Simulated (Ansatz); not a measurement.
Total energies of `[F][Ga]1[BH][GaH]1`.

Cartesian coordinates in Å:
```
F 2.162 -1.934 -0.966
Ga 1.253 -0.588 -0.337
B 0.220 1.038 -0.025
Ga -1.475 0.171 0.318
H 0.762 1.707 0.811
H -2.922 -0.394 0.199
```

The species carries charge 0 and has multiplicity 1. Correlated methods include outer-core shells of Ga, which these sets cover unevenly. Scalar relativity is left out up to krypton. The geometry is a stationary point of PBE0-D4/def2-TZVP. Basis def2-TZVPP, the Gaussian-basis code of Ansatz.

RPA on PBE orbitals: Hartree–Fock energy of these orbitals -3971.71241 Eh, correlation -1.24311 Eh (frozen core).

```
functional  energy without D4 (Eh)  D4 term (kJ/mol)
    revPBE             -3975.32402             -29.9
     BHLYP             -3975.52589             -21.1
```

Problem. Give the same for LDA (SPW92), PBE, BLYP, r2SCAN, B97M-V, PBE0, B3LYP, r2SCANh, r2SCAN0, HSE06 (plane-wave form), CAM-B3LYP, LC-ωPBE, ωB97X-V, ωB97M-V, B2PLYP, PBE-QIDH. (An estimate is asked.)

Solution. Ansatz gave: 
| functional | energy without D4 (Eh) | D4 term (kJ/mol) |
| --- | --- | --- |
| LDA (SPW92) | -3968.66808 | – |
| PBE | -3974.92516 | -12.9 |
| BLYP | -3975.76621 | -27.0 |
| r2SCAN | -3975.55968 | -2.7 |
| B97M-V | -3974.87575 | – |
| PBE0 | -3974.99856 | -11.0 |
| B3LYP | -3975.74343 | -21.3 |
| r2SCANh | -3975.52913 | -3.0 |
| r2SCAN0 | -3975.48559 | -3.4 |
| HSE06 (plane-wave form) | -3974.99213 | -10.5 |
| CAM-B3LYP | -3975.82443 | -11.5 |
| LC-ωPBE | -3975.03869 | – |
| ωB97X-V | -3975.23056 | – |
| ωB97M-V | -3975.38553 | – |
| B2PLYP | -3974.82855 | – |
| PBE-QIDH | -3974.30042 | – |

B3LYP takes the VWN-RPA correlation (the form of Gaussian; ORCA's B3LYP/G). HSE06 is the plane-wave form, built on full-range PBE exchange. The double hybrids freeze the cores in their second-order part.

LC-ωPBE has ω = 0.4 bohr⁻¹.
